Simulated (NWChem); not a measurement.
Molecule: BeBr₂; SMILES [Br][Be][Br]

```xyz
3

Be     0.0000     0.0000     0.0000
Br     1.4375     0.3209    -1.2823
Br    -1.4375    -0.3209     1.2823
```
Atoms are numbered in this order, from 1.

Structure relaxed at the PBE0/def2-SVP level. B3LYP is NWChem's, with the RPA form of VWN correlation.

List the 4 lowest vertical singlet excitations from B3LYP/aug-cc-pVDZ, TDA (NWChem).


| state | energy (eV) | oscillator strength | leading excitation (squared amplitude) |
|---|---|---|---|
| S1 | 6.65 | 0.000 | HOMO → LUMO (0.80) |
| S2 | 6.65 | 0.000 | HOMO−1 → LUMO (0.80) |
| S3 | 6.68 | 0.000 | HOMO−1 → LUMO+2 (0.46) |
| S4 | 6.74 | 0.000 | HOMO−1 → LUMO+1 (0.35) |
